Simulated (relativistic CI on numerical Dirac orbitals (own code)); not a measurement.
**Co2+: q coefficients and field-shift factors**

Method of calculation: Dirac-Coulomb-Breit CI, KLI orbitals optimised for each configuration, valence Slater integrals scaled by 0.85, P86 correlation energy added to each configuration, derivatives by finite differences, QED left out (own radial code, finite nucleus).

CI space (outside the closed core [Ne] 3s2): 3p⁶3d⁷, 3p⁶3d⁶4s, 3p⁶3d⁶4p, 3p⁶3d⁵4s², 3p⁶3d⁶4d, 3p⁵3d⁸. Levels of other configurations are missing.

With x = (α/α₀)² − 1 an excitation energy changes as ω = ω₀ + qx; K = 2q/ω₀ is the relative enhancement. Terms are leading LS components, so labels can repeat. The field-shift factor is F = δν/δ⟨r²⟩ for the transition from the lowest level.

Lowest level 3p⁶3d⁷ ⁴F9/2.

| Level | ω₀ (cm⁻¹) | q (cm⁻¹) | K | F (GHz/fm²) |
| --- | --- | --- | --- | --- |
| 3p⁶3d⁷ ⁴F7/2 | 795.7 | 803.3 | 2.02 | 0.00504 |
| 3p⁶3d⁷ ⁴F5/2 | 1376.0 | 1358 | 1.97 | 0.0086 |
| 3p⁶3d⁷ ⁴F3/2 | 1772.9 | 1724 | 1.94 | 0.011 |
| 3p⁶3d⁷ ⁴P5/2 | 15999.2 | 459.8 | 0.0575 | 0.0384 |
| 3p⁶3d⁷ ⁴P3/2 | 16254.9 | 574.3 | 0.0707 | 0.0393 |
| 3p⁶3d⁷ ⁴P1/2 | 16587.0 | 1003 | 0.121 | 0.0419 |
| 3p⁶3d⁷ ²G9/2 | 16623.5 | 273.8 | 0.0329 | 0.0324 |
| 3p⁶3d⁷ ²G7/2 | 17373.6 | 1064 | 0.122 | 0.0374 |
| 3p⁶3d⁷ ²H11/2 | 21825.6 | 377.5 | 0.0346 | 0.0425 |
| 3p⁶3d⁷ ²P3/2 | 21902.5 | 251.3 | 0.0229 | 0.0435 |
| 3p⁶3d⁷ ²H9/2 | 22503.5 | 1136 | 0.101 | 0.0471 |
| 3p⁶3d⁷ ²P1/2 | 22710.7 | 1187 | 0.105 | 0.0481 |
| 3p⁶3d⁷ ²D5/2 | 23796.0 | 467.5 | 0.0393 | 0.0515 |
| 3p⁶3d⁷ ²D3/2 | 24989.0 | 1887 | 0.151 | 0.0594 |
| 3p⁶3d⁷ ²F5/2 | 37590.6 | 408.3 | 0.0217 | 0.0797 |
| 3p⁶3d⁷ ²F7/2 | 37863.6 | 712.9 | 0.0377 | 0.0817 |
| 3p⁶3d⁶4s ⁶D9/2 | 44032.6 | -4177 | -0.19 | 1.99 |
| 3p⁶3d⁶4s ⁶D7/2 | 44580.9 | -3625 | -0.163 | 2 |
| 3p⁶3d⁶4s ⁶D5/2 | 44983.0 | -3240 | -0.144 | 2 |
| 3p⁶3d⁶4s ⁶D3/2 | 45259.9 | -2981 | -0.132 | 2 |
| 3p⁶3d⁶4s ⁶D1/2 | 45422.4 | -2831 | -0.125 | 2 |
| 3p⁶3d⁶4s ⁴D7/2 | 54486.2 | -3650 | -0.134 | 1.76 |
| 3p⁶3d⁶4s ⁴D5/2 | 55114.4 | -3021 | -0.11 | 1.76 |

Correlation outside the listed configurations is missing or only estimated: errors of thousands of cm⁻¹ between configurations and terms are usual at this charge. Rates and lifetimes follow the computed energies and can be off by large factors. The fine structure of a lone outer electron comes out too small, for d and f at times inverted, and misplaced configurations move strength between like terms.
